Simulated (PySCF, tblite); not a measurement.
C₆H₇F₃.
Atom-mapped SMILES: `[F:1][C:2]([F:3])=[C:4]([F:5])[CH:6]1[CH2:7][CH2:8][CH2:9]1` (hydrogens: H10 on C6; H11, H12 on C7; H13, H14 on C8; H15, H16 on C9)

Computed with GFN2-xTB (tblite), gas phase: Langevin dynamics at 300 K from the optimised GFN2-xTB geometry, time step 0.5 fs, friction 0.01 fs⁻¹, 2000 steps. Over the second half of the run the saved frames average 268 K.

Frame at 250 fs, instantaneous temperature 220 K:
```
atom  x, y, z in Å
F1      2.813    0.527    0.319
C2      2.210   -0.667    0.101
F3      3.185   -1.550   -0.034
C4      0.859   -0.706   -0.015
F5      0.374   -1.936   -0.258
C6     -0.185    0.266    0.152
C7     -1.203    0.490   -0.970
C8     -2.394    0.266    0.015
C9     -1.358   -0.222    1.085
H10     0.225    1.242    0.448
H11    -1.141    1.463   -1.466
H12    -1.121   -0.216   -1.750
H13    -3.185   -0.430   -0.256
H14    -2.773    1.202    0.319
H15    -1.432    0.279    2.128
H16    -1.435   -1.296    1.317
```

Frame at 425 fs, instantaneous temperature 238 K:
```
atom  x, y, z in Å
F1      2.380    0.684    0.414
C2      1.795   -0.486    0.304
F3      2.806   -1.386    0.299
C4      0.504   -0.849    0.324
F5      0.265   -2.201    0.314
C6     -0.645    0.092    0.461
C7     -1.814   -0.049   -0.537
C8     -2.822   -0.040    0.584
C9     -1.656   -0.109    1.649
H10    -0.261    1.114    0.534
H11    -1.876    0.724   -1.267
H12    -1.690   -1.061   -0.962
H13    -3.483   -0.913    0.635
H14    -3.443    0.827    0.649
H15    -1.618    0.779    2.338
H16    -1.608   -1.090    2.109
```

Frame at 625 fs, instantaneous temperature 361 K:
```
atom  x, y, z in Å
F1      2.491    0.587    0.487
C2      1.967   -0.645    0.363
F3      2.955   -1.509    0.140
C4      0.648   -0.860    0.322
F5      0.218   -2.097    0.048
C6     -0.464    0.086    0.658
C7     -1.671   -0.104   -0.289
C8     -2.640   -0.056    0.893
C9     -1.399   -0.334    1.781
H10    -0.149    1.138    0.939
H11    -1.828    0.658   -1.045
H12    -1.669   -1.084   -0.790
H13    -3.341   -0.892    0.897
H14    -3.175    0.898    1.094
H15    -1.364    0.307    2.652
H16    -1.256   -1.353    2.010
```

Frame at 800 fs, instantaneous temperature 337 K:
```
atom  x, y, z in Å
F1      2.701    0.350    0.939
C2      2.070   -0.783    0.828
F3      3.027   -1.693    0.620
C4      0.742   -0.917    0.709
F5      0.253   -2.089    0.386
C6     -0.201    0.132    1.125
C7     -1.321    0.470    0.107
C8     -2.392   -0.210    1.062
C9     -1.231   -0.335    2.132
H10     0.393    1.064    1.296
H11    -1.496    1.480   -0.176
H12    -1.128   -0.014   -0.861
H13    -2.775   -1.124    0.689
H14    -3.182    0.454    1.249
H15    -1.564    0.326    2.962
H16    -1.036   -1.293    2.547
```

Frame at 1000 fs, instantaneous temperature 262 K:
```
atom  x, y, z in Å
F1      2.893    0.092    1.374
C2      2.086   -0.752    0.763
F3      2.724   -1.831    0.286
C4      0.742   -0.570    0.762
F5     -0.010   -1.643    0.326
C6      0.024    0.657    1.093
C7     -0.991    1.121    0.053
C8     -2.113    1.158    1.119
C9     -1.134    0.597    2.190
H10     0.766    1.337    1.378
H11    -0.852    2.065   -0.391
H12    -1.181    0.350   -0.727
H13    -2.883    0.488    0.910
H14    -2.507    2.170    1.295
H15    -0.960    1.231    3.103
H16    -1.404   -0.432    2.473
```

Question: What do single points at PBE0/pcSseg-1 (PySCF, gas phase) give on these frames?

Answer: 
| t (fs) | GFN2-xTB E above start (eV) | DFT E above lowest frame (eV) | HOMO (eV) | LUMO (eV) | dipole (D) |
| --- | --- | --- | --- | --- | --- |
| 250 | 0.47 | 0.11 | -7.04 | 0.25 | 2.16 |
| 425 | 0.35 | 0.00 | -7.17 | 0.34 | 2.58 |
| 625 | 0.37 | 0.03 | -7.12 | 0.41 | 2.08 |
| 800 | 0.59 | 0.28 | -7.03 | 0.46 | 2.20 |
| 1000 | 0.37 | 0.01 | -7.02 | 0.15 | 2.19 |

Both levels order the frames alike by energy; measured from each level's lowest frame they differ by 0.04 eV at most. The HOMO–LUMO gap runs from 7.17 to 7.53 eV. These are instantaneous structures, not minima.

Question: And the isotropic GIAO shieldings (ppm) from the same runs?

Answer: 
```csv
atom,250 fs,425 fs,625 fs,800 fs,1000 fs,mean,range
F1,281.3,286.6,291.6,293.8,294.0,289.5,12.7
C2,15.6,16.2,18.2,22.6,17.6,18.0,7.0
F3,269.8,259.4,273.4,270.3,271.6,268.9,14.0
C4,48.4,44.0,48.4,51.0,39.3,46.2,11.7
F5,361.9,373.7,368.5,380.5,357.7,368.5,22.8
C6,155.5,153.0,151.9,156.9,157.6,155.0,5.7
C7,161.6,164.5,160.1,160.8,165.8,162.6,5.7
C8,169.8,170.3,169.9,168.2,170.5,169.7,2.3
C9,152.4,156.2,160.4,162.5,155.6,157.4,10.1
H10,28.0,28.4,27.2,27.8,29.4,28.2,2.2
H11,29.4,29.8,29.4,29.8,30.1,29.7,0.7
H12,30.0,28.6,28.4,29.3,28.7,29.0,1.6
H13,29.8,29.5,29.7,30.0,30.5,29.9,1.0
H14,30.1,30.2,29.4,30.6,29.6,30.0,1.2
H15,27.9,28.1,29.4,28.1,28.4,28.4,1.5
H16,28.4,28.8,29.8,30.1,28.7,29.2,1.7
```

The cost below is that of the whole dynamics run. Hardware: one thread of an Arm Neoverse V1 (shared host). Cost: 12 s of wall time.
